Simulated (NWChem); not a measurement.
System: SeF$_{4}$; SMILES F[Se](F)(F)F

Input file for NWChem:

```
start job
memory heap 200 mb stack 900 mb global 1100 mb
geometry units angstroms noautoz
  Se    -0.000000     0.000000     0.324874
  F      0.610979     1.661566     0.159099
  F      1.230656    -0.452528    -0.773883
  F     -0.610979    -1.661566     0.159099
  F     -1.230656     0.452528    -0.773883
end
basis spherical
  * library def2-svpd
end
dft
  xc xcamb88 1.00 lyp 0.81 vwn_5 0.19 hfexch 1.00
  cam 0.33 cam_alpha 0.19 cam_beta 0.46
  iterations 150
end
tddft
  cis
  nroots 6
  notriplet
end
task tddft energy
```

The geometry was optimised at PBE0/def2-SVP.

Vertical excitations in the gas phase.

Problem. Predict the main results of this run. (CAM-B3LYP/def2-SVPD, TDA.) Quantities: lowest excitation, singlet (eV); oscillator strength of that lowest state; lowest state with f > 0.02, singlet (eV); oscillator strength of that bright state; orbital gap (eV).

Solution. 
| Property | Result |
|---|---|
| lowest excitation, singlet (eV) | 6.41 |
| oscillator strength of that lowest state | 0.057 |
| lowest state with f > 0.02, singlet (eV) | 6.41 |
| oscillator strength of that bright state | 0.057 |
| orbital gap (eV) | 9.99 |
